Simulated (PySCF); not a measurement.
Two-component Hartree-Fock for Ru²⁺ (ruthenium, charge +2)

Start: [Kr] 4d6; 4d3/2 filled at m_j = -3/2, -1/2, +1/2, +3/2; 4d5/2 filled at m_j = +3/2, +5/2. Calculated with PySCF 2.14 in x2c-QZVPPall-2c: generalised Hartree-Fock with the X2C-1e Hamiltonian and a Gaussian nucleus; one run each with spin-orbit coupling (SO) switched off, then screened by Boettger's factors.

```csv
spinor shell,electrons,"ε, spin-free (eV)","ε, screened SO (eV)",weight of nominal j (screened SO),"rms radius, screened SO (bohr)"
1s1/2,2,-22255.5,-22254.3,1.000,0.0384
2s1/2,2,-3297.2,-3296.8,1.000,0.158
2p1/2,2,-2948.3,-3038.9,1.000,0.137
2p3/2,4,-2948.3,-2906.1,1.000,0.142
3s1/2,2,-631.76,-631.62,1.000,0.428
3p1/2,2,-514.04,-529.98,1.000,0.425
3p3/2,4,-514.04,-506.52,1.000,0.435
3d3/2,4,-324.96,-327.83,0.978,0.416
3d5/2,6,-324.96,-322.88,0.985,0.420
4s1/2,2,-113.88,-113.83,1.000,1.09
4p1/2,2,-78.356,-83.890,0.715,1.20
4d3/2,4,-31.188,-31.002,0.679,1.64
4d5/2,2,-31.188,-31.559,0.883,1.63
```

(1) Where does 4p3/2 lie, and what is the 4p spin-orbit splitting (screened SO)?

```
   quantity    spin-free  screened SO
E (hartree)  -4526.94207  -4527.59230
        M_J            4            4
       ⟨J²⟩       20.014       20.017
       ⟨L²⟩        6.011        6.080
       ⟨S²⟩        6.003        5.975
```

Each row is a mean over spinors that exchange with the open shell spreads, by up to 9.174 eV (4p3/2).

Rows whose weight is well below 1 are mixtures of j = l ± 1/2: exchange outweighs spin-orbit coupling there, and the label is only the starting occupation.

Breit and QED terms are absent; they matter most for the inner s and p1/2 levels.

Densities and radii are taken from the X2C orbitals without a picture-change correction, which distorts them close to the nucleus.

Without spin-orbit coupling the j labels of p, d and f shells carry no meaning; the spin-free column gives the mean over the occupied spinors of each nl shell.

Answers

(1) At -75.622 eV, 8.268 eV above 4p1/2.
